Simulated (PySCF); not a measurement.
EPR parameters of C6H10ClO

Species: C6H10ClO (doublet state).
Geometry (GFN2-xTB, Å), atoms numbered from 1 in this order:
```
atom  x, y, z in Å
O1     1.8576    0.2211    0.9188
C2     1.2784    0.0086   -0.3465
C3     0.4088    1.2162   -0.7966
C4    -0.7729    1.3390    0.0801
C5    -1.6322    0.1416    0.2021
C6    -0.7555   -1.0274    0.6855
Cl7   -1.7385   -2.5207    0.7817
C8     0.4148   -1.2522   -0.2593
H9     2.3480    1.0502    0.9081
H10    2.0733   -0.1530   -1.0947
H11    0.1068    1.0153   -1.8302
H12    1.0126    2.1257   -0.7850
H13   -0.7991    2.0950    0.8442
H14   -2.0507   -0.1392   -0.7709
H15   -2.4529    0.3035    0.9000
H16   -0.3875   -0.8344    1.6951
H17    0.0484   -1.5101   -1.2541
H18    1.0318   -2.0729    0.1099
```

The hyperfine couplings belong to this conformer and change with its torsions.

Identity: `O[C@@H]1C[CH]C[C@@H](Cl)C1` [radical].

Method: PySCF 2.14.0, UKS B3LYP, pcH-1 on C Cl H O, non-relativistic, mean-field spin-orbit, GIAO. Isolated species at its GFN2-xTB geometry (one conformer only). Couplings are sensitive to structure, and on GFN2-xTB geometries they can be far from those on DFT ones. No stability test was run, so a lower SCF solution isn't excluded.

- g1, g2, g3: 2.00247, 2.00304, 2.00330
- g_iso: 2.00294
- Form of g: rhombic: the two nearest values differ by 31 % of g3 − g1
- ⟨S²⟩: 0.7539 (exact 0.7500)
- α and β electrons: 36, 35
- HOMO–LUMO gap, α and β orbitals: 6.05, 5.82 eV
- Total energy: -770.05875 Eh

Hyperfine couplings atom by atom, in G; T1 to T3 are the principal values of the dipolar part (MHz turned into gauss with g_iso; 10 G = 1 mT):

```
atom  isotope  a_iso  of which spin–orbit     T1     T2    T3  Mulliken spin population
  O1      17O   -1.4                  0.0   -0.2   -0.1   0.3                      0.00
  C2      13C   20.1                  0.0   -2.3   -2.1   4.4                      0.05
  C3      13C  -11.0                  0.0   -0.7   -0.3   1.0                     -0.08
  C4      13C   41.8                  0.0  -27.9  -27.8  55.8                      1.01
  C5      13C  -10.3                  0.0   -0.7   -0.2   0.9                     -0.08
  C6      13C   28.1                  0.0   -1.9   -1.7   3.6                      0.04
 Cl7     35Cl    0.8                  0.0   -1.2   -1.0   2.3                      0.02
  C8      13C   -1.3                  0.0   -0.3   -0.2   0.5                      0.00
  H9       1H    0.6                  0.0   -0.8   -0.6   1.4                      0.00
 H10       1H    2.8                  0.0   -1.3   -0.6   1.9                      0.01
 H11       1H   28.5                  0.0   -1.7   -1.6   3.4                      0.04
 H12       1H    1.4                  0.0   -1.8   -1.3   3.2                      0.00
 H13       1H  -20.3                  0.0  -13.5   -0.1  13.5                     -0.04
 H14       1H   25.6                  0.0   -1.7   -1.6   3.3                      0.03
 H15       1H    2.1                  0.0   -1.8   -1.3   3.2                      0.00
 H16       1H   -1.5                  0.0   -1.8   -0.6   2.4                      0.00
 H17       1H    0.5                  0.0   -0.7   -0.5   1.2                      0.00
 H18       1H    2.3                  0.0   -0.5   -0.4   0.9                      0.00
```

Largest spin populations (Mulliken): C4 (+1.01), C3 (-0.08) and C5 (-0.08). C4 is the only atom above +0.15. The positive populations add up to 1.21 and the negative ones to -0.21, together 2S = 1. The angles at C4 add up to 356.3°, so it is nearly planar; its axial dipolar tensor and the negative coupling of its proton fit spin in a p orbital normal to that plane.

Axes: g2 points within 12° of the C3–C4 bond.

Under fast tumbling the dipolar parts average out, and these isotropic splittings remain (the largest six): 1 × 1H (H11, I = 1/2, 2 lines) with 2.85 mT, 1 × 1H (H14, I = 1/2, 2 lines) with 2.56 mT, 1 × 1H (H13, I = 1/2, 2 lines) with 2.03 mT, 1 × 1H (H10, I = 1/2, 2 lines) with 0.28 mT, 1 × 1H (H18, I = 1/2, 2 lines) with 0.23 mT and 1 × 1H (H15, I = 1/2, 2 lines) with 0.21 mT.

Main isotope only: 35Cl (natural samples also hold 24 % 37Cl, magnetic too, which adds its own pattern).

The 13C coupling of C4 (117.2 MHz) shows only in satellite lines or after enrichment, since that isotope makes up about 1.07 % of natural carbon.

Examples of negative spin density at the nucleus (bohr⁻³): C3 (-0.0274), C5 (-0.0257) and H13 (-0.0127).
